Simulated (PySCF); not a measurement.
C3H7NOSi.
Numbering: `[NH2:1][Si@H:2]1[CH:3]=[CH:4][CH2:5][O:6]1` (hydrogens: H7, H8 on N1; H9 on Si2; H10 on C3; H11 on C4; H12, H13 on C5)

Structure used (GFN2-xTB), in Å, numbered top down from 1:
```xyz
13
C3H7NOSi angstrom
N      2.2184    0.2547   -0.5257
Si     0.8475    0.3881    0.5116
C     -0.6701    1.1225   -0.3175
C     -1.5860    0.1658   -0.3676
C     -1.1726   -1.1544    0.2056
O      0.1554   -1.0938    0.6479
H      2.7281   -0.6141   -0.5002
H      2.8601    1.0283   -0.5685
H      1.1110    0.9140    1.8554
H     -0.8418    2.1161   -0.6915
H     -2.5818    0.2475   -0.7778
H     -1.8152   -1.4233    1.0551
H     -1.2574   -1.9511   -0.5445
```

Method: PySCF 2.14.0, density-fitted response routines, TDDFT CAM-B3LYP/def2-SVPD, vertical, gas phase, core orbitals frozen in the response.

Each state is given a Gaussian of 0.25 eV full width at half maximum, with ε(max) = 2.175×10⁸ f / Δν̃ (Δν̃ the width in cm⁻¹). The width is an assumption, not a result. The curve ends short of the highest state used, and states not computed would add to its high-energy end.

E (eV), ε (L mol⁻¹ cm⁻¹) and a bar:
```
     6.01          3 
     6.03          6 
     6.05         11 
     6.07         19 
     6.10         42 
     6.12         67 
     6.14        105 
     6.16        158 
     6.19        273 
     6.21        377 #
     6.23        501 #
     6.25        644 #
     6.28        876 #
     6.30       1030 #
     6.32       1169 ##
     6.34       1281 ##
     6.37       1378 ##
     6.39       1388 ##
     6.41       1357 ##
     6.44       1254 ##
     6.46       1171 ##
     6.48       1102 ##
     6.50       1073 #
     6.53       1155 ##
     6.55       1327 ##
     6.57       1613 ##
     6.59       2022 ###
     6.62       2862 ####
     6.64       3558 #####
     6.66       4339 ######
     6.68       5186 #######
     6.71       6543 #########
     6.73       7502 ##########
     6.75       8522 ############
     6.77       9631 #############
     6.80      11540 ################
     6.82      13007 ##################
     6.84      14616 ####################
     6.86      16313 #######################
     6.89      18787 ##########################
     6.91      20179 ############################
     6.93      21181 #############################
     6.96      21666 ##############################
     6.98      21202 #############################
     7.00      20110 ############################
     7.02      18470 ##########################
     7.05      15290 #####################
     7.07      12942 ##################
     7.09      10611 ###############
     7.11       8439 ############
     7.14       5685 ########
     7.16       4248 ######
     7.18       3131 ####
     7.20       2301 ###
     7.23       1492 ##
     7.25       1172 ##
```

**Question.** Locate the maxima and give the states behind the curve.

**Answer.** 194 nm (6.38 eV), ε about 1400, made up of S1 (99%); 178 nm (6.96 eV), ε about 22000, made up of S3 (96%) (ε in L mol⁻¹ cm⁻¹; maxima over ε = 5, shares over 10%). The states used: S1 6.38 eV (f 0.013); S2 6.75 eV (f 0.054); S3 6.96 eV (f 0.193); S4 7.19 eV (f 0.0022); S5 7.26 eV (f 0.0027); S6 7.49 eV (f 0.014); S7 7.70 eV (f 0.061); S8 7.85 eV (f 0.013).

**Question.** Coming from long wavelengths, where does ε first pass 100 L mol⁻¹ cm⁻¹?

**Answer.** At about 202 nm (6.14 eV), 0.24 eV below S1.

**Question.** On this curve, what absorbance would a 10⁻⁴ mol/L sample give at 193 nm over a 1 cm path?

**Answer.** 193 nm is 6.424 eV, where ε is about 1300 L mol⁻¹ cm⁻¹, so A = ε c l ≈ 0.13 (Beer–Lambert, with the gas-phase spectrum and the assumed width).

**Question.** What would ε be at 6.96 eV, the highest of these maxima, with half the width (0.125 eV)?

**Answer.** About 41400 L mol⁻¹ cm⁻¹ against 21700, a factor of about 1.9; a lone state at its own centre would give exactly 2.

One conformer stands for the species.
